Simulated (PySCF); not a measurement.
**Frontier orbitals and the lowest excitations**

Species: C₄H₁₁PSi.
Cartesian coordinates in Å at the GFN2-xTB level; atoms count from 1:
```xyz
17
C4H11PSi angstrom
C     -1.5515    0.1919    0.4059
C     -1.3220   -0.9575   -0.5708
P      0.2544   -1.9174   -0.3453
C      1.5205   -0.5769   -0.5834
C      1.4507    0.5940    0.3922
Si    -0.2027    1.5249    0.2769
H     -1.5803   -0.2081    1.4222
H     -2.5369    0.6225    0.2148
H     -1.3223   -0.5944   -1.6040
H     -2.1341   -1.6894   -0.4935
H      0.2495   -1.8491    1.0567
H      2.4967   -1.0708   -0.5173
H      1.4134   -0.2271   -1.6158
H      2.2867    1.2671    0.1900
H      1.5960    0.2192    1.4081
H     -0.3286    2.4840    1.3782
H     -0.2965    2.1992   -1.0248
```

Method used: PySCF 2.14.0, density-fitted response routines, TDDFT CAM-B3LYP/def2-SVPD, vertical, gas phase, core orbitals frozen in the response.

Kohn–Sham orbitals with the atoms that hold most of them (Löwdin shares over 4%, at most four atoms; ? is withheld):

```json
{"orbital": "HOMO-3", "ε (eV)": "-10.68", "atoms": "P3 14%, Si6 12%, C4 11%, H11 11%"}
{"orbital": "HOMO-2", "ε (eV)": "-10.16", "atoms": "Si6 26%, C1 15%, C5 15%, H17 9%"}
{"orbital": "HOMO-1", "ε (eV)": "-9.17", "atoms": "C1 17%, C5 17%, Si6 14%, C2 10%"}
{"orbital": "HOMO", "ε (eV)": "?", "atoms": "?"}
{"orbital": "LUMO", "ε (eV)": "1.25", "atoms": "?"}
{"orbital": "LUMO+1", "ε (eV)": "1.49", "atoms": "Si6 11%, C5 9%, C1 9%, H17 8%"}
{"orbital": "LUMO+2", "ε (eV)": "1.82", "atoms": "Si6 32%, H17 12%, P3 10%, H16 7%"}
```

(1) Which atoms hold the LUMO, and with what shares?

(2) Which atoms hold the HOMO, and with what shares?

(3) What is the HOMO energy, and the HOMO–LUMO gap?

Answers

(1) Si6 (bonded to 2 C and 2 H) 24%; C2 (bonded to C, P and 2 H) 6%; C4 (bonded to C, P and 2 H) 6%; P3 (bonded to 2 C and H) 6%. By element: silicon 24%, carbon 13% or more, phosphorus 6%.

(2) P3 (bonded to 2 C and H) 61%; C4 (bonded to C, P and 2 H) 9%; C2 (bonded to C, P and 2 H) 9%; H11 (bonded to P) 6%. By element: phosphorus 61%, carbon 18% or more, hydrogen 6% or more.

(3) ε(HOMO) = -7.97 eV; the gap is 9.23 eV (0.3391 hartree).

**Question.** How does S1 compare with the orbital gap of 9.23 eV?

**Answer.** S1 is at 6.44 eV (f = 0.038), 2.79 eV below the gap, made of HOMO→LUMO (63%), HOMO→LUMO+2 (23%), HOMO→LUMO+5 (9%). Without the coupling terms of the response equations the lowest excitation would equal the gap.

**Question.** One configuration dominates each of S6 and S8. Which, and how do the shares of the two leading atoms of either orbital change from the occupied to the empty one?

**Answer.** 
- S6 (7.53 eV, f 0.0003), HOMO-1→LUMO (85%): C1 17% → at most 7%, C5 17% → at most 7%, Si6 14% → 24%, C2 10% → 6%
- S8 (7.76 eV, f 0.012), HOMO-1→LUMO+1 (85%): C1 17% → 9%, C5 17% → 9%, Si6 14% → 11%

The run took about 1.6 min of CPU time (one thread, shared machine).

One conformer stands for the species.
